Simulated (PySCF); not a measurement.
**Pb(CH3)F: from a saddle point downhill**

PySCF 2.14.0, RKS B3LYP, Pb def2-SVP with ECP60, C def2-SVP, H def2-SVP, F def2-SVP; non-relativistic Hamiltonian with scalar-relativistic core potentials where named; density fitting; no spin-orbit coupling. Relaxed within the symmetry of its start, the geometry (Cs) is

```xyz
6

Pb   -0.0182    0.0000   -0.2103
C     1.8933    0.0000    1.1086
H     2.8019    0.0000    0.4852
H     1.8910    0.8921    1.7558
H     1.8910   -0.8921    1.7558
F    -1.3456    0.0000    1.3897
```

and its lowest harmonic modes are -53, 138, 423, 533, 541, 643 cm⁻¹ (negative: unstable). It was moved along the lowest mode and relaxed again.

Task: Where does it end, and how much lower?

Result: In C1, 0.001 eV lower, after 3 steps:
```xyz
6

Pb   -0.0199    0.0161   -0.2112
C     1.8921   -0.0015    1.1097
H     2.7848   -0.2423    0.5098
H     2.0237    0.9959    1.5637
H     1.7754   -0.7358    1.9226
F    -1.3429   -0.0364    1.3902
```

Task: How do the contacts change?

Result: 
```
     contact  saddle (Å)  end (Å)
Pb1–C2 (CH3)       2.322    2.324
  Pb1–F6 (F)       2.079    2.078
```


Task: Is the end a minimum?

Result: Probably not: 1 of the modes stay unstable (below −25 cm⁻¹), though so soft as to be near the noise; lowest modes -46, 139, 421, 534, 543, 642 cm⁻¹.

State: singlet.
